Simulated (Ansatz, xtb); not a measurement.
# Ranking isomers of H4S3Sn

3 gas-phase structures of H4S3Sn, from a drawn sample of its isomers (lower ones may exist). Each was relaxed with GFN2-xTB; where two conformers were screened, the lower at r2SCAN-D4/def2-SVP is listed:

A. `SS[S][SnH3]`, a singlet
B. `S[S][SnH2][SH]`, a singlet
C. `[SH][SnH]([SH])[SH]`, a singlet

**Question.** Make a reasoned guess at their ranking by r2SCAN-D4/def2-SVP single-point energy.

**Answer.** Calculated order at r2SCAN-D4/def2-SVP: C (0.0), B (124.1), A (206.5) kJ/mol.

Energies above the lowest of each column, in kJ/mol; the last columns are at PBE0-D4/def2-SVP geometries and were run for some of them only (a dash: not run or not comparable):

```csv
structure,GFN2-xTB,HF/STO-3G,r2SCAN-D4/def2-SVP,PBE0-D4/def2-SVP,CCSD(T)/def2-SVP + ΔMP2/def2-TZVPP
C,0.0,0.0,0.0,0.0,0.0
B,58.1,98.8,124.1,111.6,106.3
A,88.0,152.9,206.5,–,–
```

Every level run on C puts it lowest or level with the lowest. Flexible structures stand in one conformer each, not always the lowest. Frequencies (PBE0-D4/def2-SVP) were run for B, C alone. Atoms past krypton carry core potentials in the def2 sets, without spin–orbit terms. ΔMP2 is the change of the MP2 energy from the smaller to the larger basis.

Programs: Ansatz 0.2.0, xtb 6.7.1.
